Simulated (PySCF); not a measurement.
Radial density of Fe²⁺ (iron, charge +2)

UHF, [Ar] 3d5 4s1, high-spin 7S determinant (an excited configuration). Calculation: PySCF 2.14, in aug-cc-pVDZ-DK (7s6p4d2f, 59 functions); the spin-free X2C one-electron Hamiltonian (Gaussian nucleus).

```tsv
r (bohr)	4πr²ρ (e/bohr)	4πr²(ρα − ρβ)
0.00104	0.2284	0.0002
0.00175	0.5762	0.0004
0.00294	1.423	0.0009
0.00494	3.389	0.0022
0.00830	7.597	0.0050
0.0140	15.28	0.0098
0.0235	25.52	0.0151
0.0395	31.42	0.0142
0.0665	26.63	0.0085
0.112	26.21	0.0700
0.188	35.04	0.4232
0.316	19.81	1.8035
0.532	14.30	4.5523
0.895	13.64	4.3972
1.51	3.178	1.8000
2.53	0.6146	0.5976
4.26	0.06391	0.0639
7.16	4.181e-05	0.0000
12.0	3.616e-05	0.0000
```

Densities and radii are taken from the X2C orbitals without a picture-change correction, which distorts them close to the nucleus.
